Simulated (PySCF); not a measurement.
C₂H₇BOSe, SMILES COB(C)[SeH] (PBE0/def2-SVP optimised geometry):

```
12

B      0.087     0.526     0.000
C      0.906     1.867     0.000
H      1.989     1.671     0.000
H      0.663     2.479     0.884
H      0.662     2.480    -0.882
O      0.754    -0.647     0.000
C      0.198    -1.933     0.003
H     -0.905    -1.921     0.002
H      0.542    -2.480    -0.888
H      0.540    -2.476     0.897
Se    -1.893     0.526     0.000
H     -1.989     1.991     0.000
```

Method: PBE0/def2-TZVP run with PySCF.

Task: What are the frontier orbital energies and the dipole moment?

Result: HOMO-2 -9.28 eV, HOMO-1 -8.04 eV, HOMO -7.05 eV, LUMO 0.26 eV, LUMO+1 0.31 eV; dipole moment 0.62 D.

On the same geometry PySCF 2.14.0 with PBE/def2-TZVP gives HOMO-2 -7.78 eV, HOMO-1 -6.76 eV, HOMO -5.90 eV, LUMO -0.65 eV, LUMO+1 -0.62 eV; dipole moment 0.68 D.

Meta-Löwdin charges at PBE0/def2-TZVP: B1 0.22, C2 -0.47, H3 0.13, H4 0.13, H5 0.13, O6 -0.34, C7 -0.12, H8 0.11, H9 0.12, H10 0.12, Se11 -0.11, H12 0.07.
